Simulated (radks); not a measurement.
Spherical quantum dot in the effective-mass picture: electrons in a well V = -V0 / (1 + exp((r - R)/a)) with V0 = 11.3, R = 4.27, a = 0.17, all in effective atomic units (hartree* = m*/eps^2 hartree, bohr* = eps/m* bohr), one dielectric constant everywhere. Method: non-relativistic Kohn-Sham, PBE, spin-polarised, spherical densities; computed with a radial shooting solver with Libxc functionals. Levels are named by radial order and angular momentum (1s, 1p, 1d, 2s, ...), and open shells are averaged over m.

N = 10, configuration 1s2 1p6 1d(up 2, down 0). This is the lowest configuration that the search found. Occupied and some empty levels:

level,occupation,eigenvalue (hartree*),<r> (bohr*)
1s up,1,-8.0378,2.676
1s down,1,-8.0074,2.649
1p up,3,-7.8660,2.846
1p down,3,-7.8311,2.832
1d up,2,-7.5890,2.981
1d down,0,-7.5509,2.973
1f up,0,-7.2233,3.090
1f down,0,-7.1831,3.086
2s up,0,-7.1221,2.006
2s down,0,-7.1121,2.011
2p up,0,-6.6451,2.312
2p down,0,-6.6292,2.312

Energy (hartree*): total -93.4453, kinetic 5.2925, external -111.66, Hartree 16.065, exchange-correlation -3.1476.

Electron density:

r (bohr*),n(r) (e/bohr*^3)
0.262,0.008102
0.700,0.01205
1.14,0.02024
1.57,0.03292
2.01,0.04816
2.45,0.06000
2.89,0.05901
3.33,0.03971
3.76,0.01352
4.20,0.001391
4.64,0.00003728
5.08,6.734e-07
5.51,1.230e-08
